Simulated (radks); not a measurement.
The numbers below are computed, except where a source is named.
Ar+, configuration [Ne] 3s2 3p4.5 3d0.5 (fractional occupations, a model configuration). Level of theory: non-relativistic Kohn-Sham, PBE, spin-polarised, spherical densities, point nucleus; open shells are filled with parallel spins first (a radial shooting solver on a logarithmic mesh with Libxc functionals). Some entries of the table are withheld. Estimate them.

orbital,occ.,eigenvalue (hartree),<r> (bohr)
1s up,1,-114.7935,0.08620
1s down,1,-114.7822,0.08620
2s up,1,-11.43159,0.4161
2s down,1,-11.42003,0.4160
2p up,3,-9.04968,0.3771
2p down,3,-9.03389,0.3770
3s up,1,-1.43071,1.362
3s down,1,-1.35581,1.367
3p up,3,(1),1.525
3p down,1.5,(2),1.542
3d up,0.5,-0.19994,(3)

Answer. 
(1) 3p up eigenvalue (hartree): -0.89805
(2) 3p down eigenvalue (hartree): -0.82664
(3) 3d up <r> (bohr): 2.722
